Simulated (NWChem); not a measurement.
The numbers come from NWChem runs, not from measurements. System: As, charge 0, spin multiplicity 4. Its SCF solution wasn't tested for a lower state. Level: UMP2/def2-TZVP, 9 core orbitals frozen.

Input file:

```
start mol
memory heap 200 mb stack 900 mb global 1100 mb
geometry units angstroms nocenter noautoz
  As     0.000000     0.000000     0.000000
  symmetry group D2h
end
basis spherical
  * library def2-tzvp
end
scf
  uhf
  nopen 3
  maxiter 100
  thresh 1e-7
  semidirect memsize 60000000 filesize 0
  # guess.movecs holds the orbitals of an unrestricted PBE0 run
  vectors input guess.movecs output mol.movecs
end
mp2
  freeze core 9
end
task mp2 energy
```

NWChem printed:

```
             Northwest Computational Chemistry Package (NWChem) 7.3.0
             --------------------------------------------------------

                                NWChem Input Module
                                -------------------

 Scaling coordinates for geometry "geometry" by  1.889725989
 (inverse scale =  0.529177249)

                             Geometry "geometry" -> ""
                             -------------------------

 Output coordinates in angstroms (scale by  1.889725989 to convert to a.u.)

  No.       Tag          Charge          X              Y              Z
 ---- ---------------- ---------- -------------- -------------- --------------
    1 As                  33.0000     0.00000000     0.00000000     0.00000000

 Effective nuclear repulsion energy (a.u.)       0.0000000000

            Nuclear Dipole moment (a.u.)
            ----------------------------
        X                 Y               Z
 ---------------- ---------------- ----------------
     0.0000000000     0.0000000000     0.0000000000

      Symmetry information
      --------------------

 Group name             D2h
 Group number             26
 Group order               8
 No. of unique centers     1

      Symmetry unique atoms

     1


 Summary of "ao basis" -> "" (spherical)
 ------------------------------------------------------------------------------
       Tag                 Description            Shells   Functions and Types
 ---------------- ------------------------------  ------  ---------------------
 *                         def2-tzvp                  on all atoms

 Summary of "ao basis" -> "ao basis" (spherical)
 ------------------------------------------------------------------------------
       Tag                 Description            Shells   Functions and Types
 ---------------- ------------------------------  ------  ---------------------
 As                        def2-tzvp                16       48   6s5p4d1f

                                 NWChem SCF Module
                                 -----------------

  ao basis        = "ao basis"
  functions       =    48
  atoms           =     1
  alpha electrons =    18
  beta  electrons =    15
  charge          =   0.00
  wavefunction    = UHF
  use symmetry    = T
  symmetry adapt  = T

 Summary of "ao basis" -> "ao basis" (spherical)
 ------------------------------------------------------------------------------
       Tag                 Description            Shells   Functions and Types
 ---------------- ------------------------------  ------  ---------------------
 As                        def2-tzvp                16       48   6s5p4d1f

      Symmetry analysis of basis
      --------------------------

        ag         14
        au          1
        b1g         4
        b1u         7
        b2g         4
        b2u         7
        b3g         4
        b3u         7

 Forming initial guess at       0.1s

   Symmetry analysis of molecular orbitals - initial alpha
   -------------------------------------------------------

  Numbering of irreducible representations:

     1 ag          2 au          3 b1g         4 b1u         5 b2g
     6 b2u         7 b3g         8 b3u

  Orbital symmetries:

     1 ag          2 ag          3 b1u         4 b2u         5 b3u
     6 ag          7 b1u         8 b2u         9 b3u        10 ag
    11 ag         12 b1g        13 b2g        14 b3g        15 ag
    16 b3u        17 b2u        18 b1u        19 ag         20 b2g
    21 b3g        22 ag         23 b1g        24 ag         25 b3u
    26 b2u        27 b1u        28 ag

   Symmetry analysis of molecular orbitals - initial beta
   ------------------------------------------------------

  Numbering of irreducible representations:

     1 ag          2 au          3 b1g         4 b1u         5 b2g
     6 b2u         7 b3g         8 b3u

  Orbital symmetries:

     1 ag          2 ag          3 b1u         4 b3u         5 b2u
     6 ag          7 b1u         8 b2u         9 b3u        10 ag
    11 ag         12 b1g        13 b2g        14 b3g        15 ag
    16 b1u        17 b2u        18 b3u        19 ag         20 b2g
    21 b3g        22 ag         23 b1g        24 ag         25 b3u
    26 b2u        27 b1u        28 ag

 Starting SCF solution at       0.1s

 ----------------------------------------------
         Quadratically convergent UHF

 Convergence threshold     :          1.000E-07
 Maximum no. of iterations :          100
 Integral*density screening:          1.000E-09
 ----------------------------------------------

              iter       energy          gnorm     gmax       time
             ----- ------------------- --------- --------- --------
                 1    -2234.1870024163  5.45D-01  2.74D-01      0.8
                 2    -2234.1935689188  1.32D-01  3.13D-02      0.8
                 3    -2234.1941673889  1.24D-03  5.13D-04      0.8
                 4    -2234.1941675570  9.43D-08  4.66D-08      0.9

       Final UHF  results
       ------------------

         Total SCF energy =  -2234.194167556979
      One electron energy =  -3114.774023249122
      Two electron energy =    880.579855692143
 Nuclear repulsion energy =      0.000000000000

                       Sz =      1.5000
                 Sz(Sz+1) =      3.7500
                      S^2 =      3.7509

        Time for solution =      0.8s

       Symmetry analysis of molecular orbitals - alpha
       -----------------------------------------------

  Numbering of irreducible representations:

     1 ag          2 au          3 b1g         4 b1u         5 b2g
[...]
   Bfn.  Coefficient  Atom+Function         Bfn.  Coefficient  Atom+Function
  ----- ------------  ---------------      ----- ------------  ---------------
    41      1.075957  1 As d  2              36     -0.191913  1 As d  2
    26     -0.152035  1 As d  2

 Vector   20  Occ=0.000000D+00  E= 3.259179D-01  Symmetry=ag
              MO Center=  3.7D-17,  3.8D-17,  4.0D-17, r^2= 3.1D+00
   Bfn.  Coefficient  Atom+Function         Bfn.  Coefficient  Atom+Function
  ----- ------------  ---------------      ----- ------------  ---------------
    39      1.075957  1 As d  0              34     -0.191913  1 As d  0
    24     -0.152035  1 As d  0

 Vector   21  Occ=0.000000D+00  E= 3.259179D-01  Symmetry=b3g
              MO Center=  1.4D-28, -2.9D-22,  4.8D-26, r^2= 3.1D+00
   Bfn.  Coefficient  Atom+Function         Bfn.  Coefficient  Atom+Function
  ----- ------------  ---------------      ----- ------------  ---------------
    38      1.077382  1 As d -1              33     -0.192167  1 As d -1
    23     -0.152236  1 As d -1

                     UHF Final Beta Molecular Orbital Analysis
                     -----------------------------------------

 Vector   13  Occ=1.000000D+00  E=-2.105936D+00  Symmetry=ag
              MO Center= -3.5D-21,  3.4D-21, -2.7D-22, r^2= 1.5D-01
   Bfn.  Coefficient  Atom+Function         Bfn.  Coefficient  Atom+Function
  ----- ------------  ---------------      ----- ------------  ---------------
    26      0.910191  1 As d  2              31      0.189641  1 As d  2

 Vector   14  Occ=1.000000D+00  E=-2.105936D+00  Symmetry=ag
              MO Center=  4.4D-20,  4.1D-20, -3.0D-19, r^2= 1.5D-01
   Bfn.  Coefficient  Atom+Function         Bfn.  Coefficient  Atom+Function
  ----- ------------  ---------------      ----- ------------  ---------------
    24      0.910191  1 As d  0              29      0.189641  1 As d  0

 Vector   15  Occ=1.000000D+00  E=-5.551246D-01  Symmetry=ag
              MO Center= -5.6D-23, -5.7D-23,  1.9D-22, r^2= 1.3D+00
   Bfn.  Coefficient  Atom+Function         Bfn.  Coefficient  Atom+Function
  ----- ------------  ---------------      ----- ------------  ---------------
     5      0.662170  1 As s                  6      0.550159  1 As s
     4     -0.362105  1 As s                  3     -0.258646  1 As s

 Vector   16  Occ=0.000000D+00  E= 5.111482D-02  Symmetry=b3u
              MO Center= -1.8D-20,  1.3D-28, -1.8D-28, r^2= 2.7D+00
   Bfn.  Coefficient  Atom+Function         Bfn.  Coefficient  Atom+Function
  ----- ------------  ---------------      ----- ------------  ---------------
    19      0.769526  1 As px                16      0.271950  1 As px
    10     -0.241490  1 As px

 Vector   17  Occ=0.000000D+00  E= 5.111482D-02  Symmetry=b1u
              MO Center=  3.9D-28,  3.9D-28,  1.1D-18, r^2= 2.7D+00
   Bfn.  Coefficient  Atom+Function         Bfn.  Coefficient  Atom+Function
  ----- ------------  ---------------      ----- ------------  ---------------
    21      0.769526  1 As pz                18      0.271950  1 As pz
    12     -0.241490  1 As pz

 Vector   18  Occ=0.000000D+00  E= 5.111482D-02  Symmetry=b2u
              MO Center=  2.5D-32, -8.2D-18, -7.9D-34, r^2= 2.7D+00
   Bfn.  Coefficient  Atom+Function         Bfn.  Coefficient  Atom+Function
  ----- ------------  ---------------      ----- ------------  ---------------
    20      0.769526  1 As py                17      0.271950  1 As py
    11     -0.241490  1 As py

 center of mass
 --------------
 x =   0.00000000 y =   0.00000000 z =   0.00000000

 moments of inertia (a.u.)
 ------------------
           0.000000000000           0.000000000000           0.000000000000
           0.000000000000           0.000000000000           0.000000000000
           0.000000000000           0.000000000000           0.000000000000

  Mulliken analysis of the total density
  --------------------------------------

    Atom       Charge   Shell Charges
 -----------   ------   -------------------------------------------------------
    1 As  33    33.00   2.00  2.00  1.17  0.78  1.04  1.01  5.99  5.76  0.35  1.51  1.38  8.94  1.06 -0.02  0.02  0.00

  Mulliken analysis of the alpha density
  --------------------------------------

    Atom       Charge   Shell Charges
 -----------   ------   -------------------------------------------------------
    1 As  33    18.00   1.00  1.00  0.59  0.39  0.51  0.51  3.00  2.90  0.21  1.51  1.38  4.46  0.54 -0.00  0.01  0.00

   Mulliken analysis of the beta density
   -------------------------------------

    Atom       Charge   Shell Charges
 -----------   ------   -------------------------------------------------------
    1 As  33    15.00   1.00  1.00  0.59  0.39  0.52  0.50  3.00  2.86  0.14 -0.00  0.00  4.49  0.52 -0.02  0.01  0.00

   Mulliken analysis of the spin density
   -------------------------------------

    Atom       Charge   Shell Charges
 -----------   ------   -------------------------------------------------------
    1 As  33     3.00  -0.00 -0.00 -0.00 -0.00 -0.01  0.01  0.00  0.03  0.07  1.51  1.38 -0.03  0.01  0.02  0.00  0.00

       Multipole analysis of the density wrt the origin
       ------------------------------------------------

     L   x y z        total         alpha         beta         nuclear
     -   - - -        -----         -----         ----         -------
     0   0 0 0     -0.000000    -18.000000    -15.000000     33.000000

     1   1 0 0     -0.000000     -0.000000     -0.000000      0.000000
     1   0 1 0     -0.000000     -0.000000     -0.000000      0.000000
     1   0 0 1     -0.000000     -0.000000      0.000000      0.000000

     2   2 0 0    -13.596952    -10.465697     -3.131255      0.000000
     2   1 1 0      0.000000      0.000000      0.000000      0.000000
     2   1 0 1      0.000000      0.000000     -0.000000      0.000000
     2   0 2 0    -13.596952    -10.465697     -3.131255      0.000000
     2   0 1 1      0.000000      0.000000     -0.000000      0.000000
     2   0 0 2    -13.596952    -10.465697     -3.131255      0.000000

                   NWChem MP2 Semi-direct Energy/Gradient Module
                   ---------------------------------------------

  Basis functions       =     48
  Molecular orbitals    =     48
  Frozen core           =      9
  Frozen virtuals       =      0
  Active alpha occupied =      9
  Active beta occupied  =      6
  Active alpha virtual  =     30
  Active beta virtual   =     33
  Use MO symmetry       = T
  Use skeleton AO sym   = T

  AO/Fock/Back tols     =   1.0D-09  1.0D-09  1.0D-09

 GA uses MA = F    GA memory limited = T

 Available:
  local mem=  1.26D+08
 global mem=  1.44D+08
 local disk=  0.00D+00
  mp2_memr nvloc                    30
  nvloc new                    30
   1 passes of   9:        3145728                      18194                   1083573.
   1 passes of   9: M    126152316           G      144174592           F     123006588.

 Semi-direct pass number   1 of   1  for UHF alpha       at        1.0s
  vrange nnbf                  1176
  mp2_eaftype                    10  avail_ma_in_mb                  1099
 EAF : mp2_eaftype filesize          10     541787.
  mp2_eaf for mointskh                     10
Node 0 wrote      2.5 Mb in      0.0 s     Agg I/O rate:   558.2 Mb/s
 Done moints_semi at        2.6s
  mp2_eaftype                    10  avail_ma_in_mb                  1089
 EAF : mp2_eaftype filesize          10     541787.
  mp2_eaf for kh                    10
 Done maket at        2.6s
 Done multipass loop at        2.6s

 GA uses MA = F    GA memory limited = T

 Available:
  local mem=  1.26D+08
 global mem=  1.44D+08
 local disk=  0.00D+00
  mp2_memr nvloc                    33
  nvloc new                    33
   1 passes of   6:        3145728                      14596                    795688.
   1 passes of   6: M    126152316           G      144174592           F     123006588.

 Semi-direct pass number   1 of   1  for UHF beta        at        2.7s
  vrange nnbf                  1176
  mp2_eaftype                    10  avail_ma_in_mb                  1099
 EAF : mp2_eaftype filesize          10     397844.
  mp2_eaf for mointskh                     10
Node 0 wrote      1.9 Mb in      0.0 s     Agg I/O rate:   925.4 Mb/s
 Done moints_semi at        4.2s
  mp2_eaftype                    10  avail_ma_in_mb                  1089
 EAF : mp2_eaftype filesize          10     397844.
  mp2_eaf for kh                    10
 Done maket at        4.3s
 Done multipass loop at        4.3s

          -------------------------------------------
          SCF energy               -2234.194167556979
          Correlation energy          -0.195745461398
          Singlet pairs                0.000000000000
          Triplet pairs                0.000000000000
          Total MP2 energy         -2234.389913018377
          -------------------------------------------

          ---------------------------------------------------
                    Spin Component Scaled (SCS) MP2
          Same spin pairs                     -0.066577902445
          Same spin scaling factor             0.333333333333
          Opposite spin pairs                 -0.129167558953
          Opposite spin scaling fact.          1.200000000000
          SCS-MP2 correlation energy          -0.177193704892
          Total SCS-MP2 energy             -2234.371361261871
          ---------------------------------------------------

 -----------------------
 Performance information
 -----------------------

 Timer overhead =  1.46D-07 seconds/call

               Nr. of calls         CPU time (s)                 Wall time (s)                GFlops
             ---------------    -------------------     ------------------------------   -------------------
Name         Min   Avg   Max    Min     Avg     Max     Min     Avg     Max   Mx/calls   Min     Max     Sum
mp2: moin     2     2     2    3.2     3.2     3.2      3.2     3.2     3.2     1.6      0.0     0.0     0.0
mp2: make     2     2     2   4.59E-2 4.59E-2 4.59E-2  4.59E-2 4.59E-2 4.59E-2 2.29E-2   0.0     0.0     0.0
mp2: tota     1     1     1    3.4     3.4     3.4      3.4     3.4     3.4     3.4      0.0     0.0     0.0

 The average no. of pstat calls per process was 5.00D+00
 with a timing overhead of 7.28D-07s

 Task  times  cpu:        4.2s     wall:        4.2s

 Total times  cpu:        4.3s     wall:        4.3s
```
